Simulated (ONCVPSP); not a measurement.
La (Z = 57): excitation energies, all-electron against ONCV

lanthanum, optimised norm-conserving Vanderbilt (ONCV), made with ONCVPSP 4.0.1 (LDA (Perdew-Wang 92), scalar-relativistic). Core [Kr], reference 4d10 5s2 5p6 5d1 6s1 (charge +1). Waves: 5s+6s: rc 2.20 bohr, ncon 4, nbas 7, qcut 5.1 1/bohr, 2 projectors; 5p: rc 3.00 bohr, ncon 5, nbas 8, qcut 3.9 1/bohr, 2 projectors, debl 3.5 Ha; 4d+5d: rc 1.45 bohr, ncon 4, nbas 9, qcut 11.5 1/bohr, 2 projectors; f scattering state at 0.43 Ha: rc 2.85 bohr, ncon 4, nbas 8, qcut 4 1/bohr, 1 projector. Local part: polynomial inside 1.00 bohr (lpopt 5, dvloc0 0 Ha). Core correction: polynomial model core, fcfact 0.35.

In the p channel the program set the typed energies aside and used -1.041, 0.050 Ha. In the f channel the program set the typed energies aside and used -0.385 Ha.

Energies are relative to the spin-unpolarised reference configuration 4d10 5s2 5p6 5d1 6s1; without spin polarisation the order of configurations can differ from experiment.

```tsv
valence configuration	charge	ΔE all-electron (eV)	error AE − PS (meV)
4d10 5s2 5p6 5d1 6s0	+2	11.147	-1.6
4d10 5s2 5p6 5d1 6s0 6p1	+1	3.059	0.0
```

Task: What are ΔE and the potential's error for 4d10 5s2 5p6 5d0 6s0?

Result: ΔE = 30.243 eV all-electron; the error (AE − PS) is +1.9 meV.

Task: What are ΔE and the potential's error for 4d10 5s2 5p6 5d1 6s2?

Result: ΔE = -6.158 eV all-electron; the error (AE − PS) is +0.8 meV.

Levels in the configuration 4d10 5s2 5p6 5d1 6s0:

| level | all-electron (eV) | pseudo (eV) |
| --- | --- | --- |
| 4d | -116.661 | -116.667 |
| 5s | -51.770 | -51.771 |
| 5p | -35.081 | -35.082 |
| 5d | -14.862 | -14.860 |

Note: ghosts flagged at negative energy: s at -271.4 eV, p at -37.5 eV; GHOST(+) flagged for f at 59.0 eV. A true bound ghost makes a file unfit for plane-wave use.
